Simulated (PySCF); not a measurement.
Excitation energy of Be by level of theory

Be [He] 2s2 (1S) → Be [He] 2s1 3d1 (3D), as a difference of total energies. Computed with PySCF 2.14 in aug-cc-pVQZ, with the non-relativistic Hamiltonian (point nucleus). Correlated levels: valence: 1s2 frozen. The calculations carry no spin-orbit coupling.

```json
{"method": "UHF", "excitation energy (eV)": "7.626"}
{"method": "PBE", "excitation energy (eV)": "7.716"}
{"method": "PBE0", "excitation energy (eV)": "7.863"}
{"method": "BLYP", "excitation energy (eV)": "7.826"}
{"method": "CAM-B3LYP", "excitation energy (eV)": "8.299"}
{"method": "BHandHLYP", "excitation energy (eV)": "8.183"}
{"method": "MP2 (valence)", "excitation energy (eV)": "8.322"}
{"method": "SCS-MP2 (valence)", "excitation energy (eV)": "8.555"}
```

Task: Estimate what LDA gives.

Result: 7.865 eV, closest to PBE0 among the rows shown.

Task: Estimate what r2SCAN gives.

Result: 7.755 eV, closest to PBE among the rows shown.

The promoted electron is Rydberg-like, and one or two diffuse shells describe it only roughly, which tends to raise the upper state.

In the upper state the promoted electron has a positive orbital energy at LDA, PBE, PBE0, r2SCAN, BLYP, BHandHLYP, so the basis confines it.
